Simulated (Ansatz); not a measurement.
Compare A (`[NH][SiH](O)Cl`•) with its isomer B (`N[SiH]([O])Cl`•).

Calculated with Ansatz (gas phase, PBE0-D4/def2-TZVP geometries, no zero-point term in ΔE). CCSD(T)/CBS adds triple-zeta CCSD(T) − MP2 to the extrapolated MP2 energy (def2 sets, frozen cores). DFT in def2-TZVPP. B3LYP here is the variant with VWN-RPA as its local correlation; programs differ in this. Open shells (•) are unrestricted, without spin–orbit coupling. Each species was taken in one conformer, which may not be the lowest.

Problem. Which isomer does CCSD(T)/CBS put lower? Give the gap. (An estimate is asked.)

Solution. Ansatz gave: A, by 8.1 kcal/mol.

Problem. Give E(B) − E(A) in kcal/mol with CCSD(T)/def2-TZVPP, BLYP-D4, B3LYP-D4, B2PLYP, LDA (SPW92), CCSD/def2-TZVPP, PBE-D4. (Estimate.)

Solution. Computed: CCSD(T)/def2-TZVPP 7.7, BLYP-D4 -0.3, B3LYP-D4 3.6, B2PLYP 6.8, LDA (SPW92) -0.7, CCSD/def2-TZVPP 8.2, PBE-D4 0.1. The order is the other way round with BLYP-D4, LDA (SPW92).

Problem. Does the order hold for the free energy at 298.15 K (harmonic terms from PBE0-D4)? (An estimate is asked.)

Solution. Ansatz gave: Yes: G(B) − G(A) = +9.0 kcal/mol, for one conformer each.

Largest T1 diagnostic: 0.025.

At CCSD(T), def2-SVP lies −1.9 kcal/mol from the extrapolated value and def2-TZVPP −0.4 kcal/mol. From BLYP to BHLYP (50 % exact exchange), in def2-TZVPP and without D4, E(B) − E(A) moves by +6.6 kcal/mol.
